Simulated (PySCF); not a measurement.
**Atomic charges against the basis set**

C3H5F3O.
Geometry (PBE0-D3(BJ)/def2-SVP, Å), atoms numbered from 1 in this order:
```
atom  x, y, z in Å
F1    -2.1166    0.7028   -0.9092
C2    -1.6539    0.8110    0.3667
O3    -0.2748    0.7465    0.3928
C4     0.2561   -0.5071    0.1822
F5     0.1505   -1.2562    1.3271
C6     1.7234   -0.3705   -0.1490
F7     1.8700    0.2045   -1.3754
H8    -1.9322    1.7957    0.7692
H9    -2.1045   -0.0015    0.9639
H10   -0.2890   -1.0389   -0.6180
H11    2.2014    0.2565    0.6219
H12    2.1855   -1.3709   -0.1459
```

PBE0 throughout (PySCF), one geometry, spherical d and f functions. One conformer (not necessarily the lowest) at the PBE0-D3(BJ)/def2-SVP geometry, without solvent, vibrations or thermal averaging. The first 7 of 12 kinds of atom are listed.

Mulliken charges (e):

```tsv
basis	functions	F1	C2	O3	C4	F5	C6	F7
STO-3G	40	-0.112	+0.062	-0.228	+0.132	-0.119	-0.048	-0.104
6-31G	73	-0.325	+0.208	-0.491	+0.306	-0.325	+0.003	-0.328
pcSseg-0	73	-0.377	+0.261	-0.670	+0.355	-0.371	-0.031	-0.379
6-31G*	108	-0.329	+0.235	-0.468	+0.379	-0.341	-0.007	-0.327
cc-pVDZ	123	-0.229	+0.308	-0.294	+0.235	-0.230	+0.215	-0.229
def2-SVP	123	-0.262	+0.383	-0.360	+0.285	-0.257	+0.256	-0.265
aug-cc-pVDZ	206	-0.415	+1.081	-0.623	+1.128	-0.512	+0.828	-0.436
6-311+G(2d,p)	219	-0.283	+0.174	-0.288	+0.226	-0.285	-0.064	-0.260
def2-TZVP	247	-0.211	+0.113	-0.234	+0.171	-0.211	+0.037	-0.211
cc-pVTZ	280	-0.207	+0.207	-0.230	+0.256	-0.214	+0.119	-0.210
IGLO-III	295	-0.249	+0.112	-0.232	+0.223	-0.254	+0.030	-0.259
pcSseg-2	322	-0.282	+0.413	-0.388	+0.415	-0.291	+0.282	-0.288
```

IAO charges (e):

```json
{"basis": "STO-3G", "functions": "40", "F1": "-0.144", "C2": "+0.025", "O3": "-0.234", "C4": "+0.129", "F5": "-0.147", "C6": "-0.113", "F7": "-0.131"}
{"basis": "6-31G", "functions": "73", "F1": "-0.297", "C2": "+0.160", "O3": "-0.347", "C4": "+0.287", "F5": "-0.308", "C6": "-0.006", "F7": "-0.288"}
{"basis": "pcSseg-0", "functions": "73", "F1": "-0.291", "C2": "+0.177", "O3": "-0.356", "C4": "+0.292", "F5": "-0.301", "C6": "-0.006", "F7": "-0.281"}
{"basis": "6-31G*", "functions": "108", "F1": "-0.309", "C2": "+0.221", "O3": "-0.367", "C4": "+0.339", "F5": "-0.319", "C6": "+0.029", "F7": "-0.299"}
{"basis": "cc-pVDZ", "functions": "123", "F1": "-0.311", "C2": "+0.218", "O3": "-0.362", "C4": "+0.339", "F5": "-0.321", "C6": "+0.027", "F7": "-0.301"}
{"basis": "def2-SVP", "functions": "123", "F1": "-0.312", "C2": "+0.223", "O3": "-0.363", "C4": "+0.340", "F5": "-0.322", "C6": "+0.033", "F7": "-0.303"}
{"basis": "aug-cc-pVDZ", "functions": "206", "F1": "-0.326", "C2": "+0.218", "O3": "-0.366", "C4": "+0.342", "F5": "-0.332", "C6": "+0.027", "F7": "-0.316"}
{"basis": "6-311+G(2d,p)", "functions": "219", "F1": "-0.327", "C2": "+0.217", "O3": "-0.367", "C4": "+0.340", "F5": "-0.333", "C6": "+0.026", "F7": "-0.316"}
{"basis": "def2-TZVP", "functions": "247", "F1": "-0.326", "C2": "+0.224", "O3": "-0.369", "C4": "+0.346", "F5": "-0.333", "C6": "+0.029", "F7": "-0.315"}
{"basis": "cc-pVTZ", "functions": "280", "F1": "-0.324", "C2": "+0.222", "O3": "-0.368", "C4": "+0.345", "F5": "-0.331", "C6": "+0.027", "F7": "-0.313"}
{"basis": "IGLO-III", "functions": "295", "F1": "-0.327", "C2": "+0.219", "O3": "-0.368", "C4": "+0.342", "F5": "-0.333", "C6": "+0.027", "F7": "-0.317"}
{"basis": "pcSseg-2", "functions": "322", "F1": "-0.327", "C2": "+0.223", "O3": "-0.369", "C4": "+0.345", "F5": "-0.333", "C6": "+0.028", "F7": "-0.316"}
```

Q: Which scheme is steadiest as the basis changes?

A: Largest range over the bases for any column: IAO 0.22 e, Mulliken 1.02 e. IAO charges move least and Mulliken charges most, counted in e. Without the minimal STO-3G basis the ranges are IAO 0.06, Mulliken 0.97 e.

Q: How much do the charges still move between the two largest bases, IGLO-III and pcSseg-2?

A: At most, over all atoms: Mulliken 0.301 e, IAO 0.003 e.

Q: What do the same runs give for the total energy, the frontier levels and the dipole moment?

A: 
```csv
basis,energy (Eh),HOMO (eV),LUMO (eV),μ (D)
STO-3G,-484.7960,-4.99,7.63,0.96
6-31G,-491.4156,-9.26,1.97,1.85
pcSseg-0,-490.4047,-9.24,1.93,1.95
6-31G*,-491.5438,-9.06,2.34,1.46
cc-pVDZ,-491.5839,-9.12,1.93,1.45
def2-SVP,-491.1876,-9.26,1.85,1.53
aug-cc-pVDZ,-491.6318,-9.47,0.04,1.52
"6-311+G(2d,p)",-491.7238,-9.51,0.39,1.56
def2-TZVP,-491.7730,-9.43,1.26,1.48
cc-pVTZ,-491.7477,-9.35,1.36,1.46
IGLO-III,-491.7812,-9.48,0.83,1.51
pcSseg-2,-491.7709,-9.48,0.76,1.54
```

The dipole is fixed by the density alone, so its range of 0.99 D shows that the density itself changes with the basis, not only its division among atoms.
